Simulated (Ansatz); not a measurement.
Isolated molecules relaxed with PBE0-D4/def2-TZVP in Ansatz; ΔE leaves out vibrations. CCSD(T)/CBS is the MP2 limit (def2-TZVPP, def2-QZVPP) plus CCSD(T) − MP2 in def2-TZVPP, frozen cores. This one scheme is used for every species. Functionals use def2-TZVPP. B3LYP here is the variant with VWN-RPA as its local correlation; programs differ in this. Elements past krypton have def2 core potentials. For I outer-core shells are correlated without core-valence functions, which leaves a few kJ/mol of doubt a bond. Each species was taken in one conformer, which may not be the lowest.

`CO[SiH](C#N)OC` + HI → `CO[SiH](I)OC` + `C#N`  (ligand exchange at the Si–C bond)

```csv
level,ΔE (kJ/mol),difference from CCSD(T)/CBS
r2SCAN-D4,-57.9,3.5
PBE0-D4,-61.3,0.1
B3LYP-D4,-56.0,5.4
ωB97X-V,-55.3,6.1
ωB97M-V,-56.5,4.9
B2PLYP,-52.4,9.0
PBE,-57.6,3.8
r2SCAN,-57.2,4.2
PBE0,-57.5,3.9
B3LYP,-48.5,12.9
HF/def2-TZVPP,-44.8,16.6
CCSD/def2-TZVPP,-49.3,12.1
CCSD(T)/def2-TZVPP,-51.3,10.1
MP2/def2-QZVPP,-66.3,-4.9
SCS-MP2/def2-QZVPP,-58.5,2.9
HF/CBS(def2),-44.4,17.0
CCSD(T)/CBS,-61.4,0
```

Largest T1 diagnostic among the species: 0.014.

The D4 term adds −7.5 kJ/mol with B3LYP and −3.8 kJ/mol with PBE0; it sums over pairs of atoms, weighted by their polarisabilities, and B3LYP, whose exchange is more repulsive, gets the larger term. In def2-TZVPP, CCSD(T) changes the Hartree–Fock value by −6.5 kJ/mol (the triples alone add −2.0 kJ/mol) and MP2 by −15.8 kJ/mol.
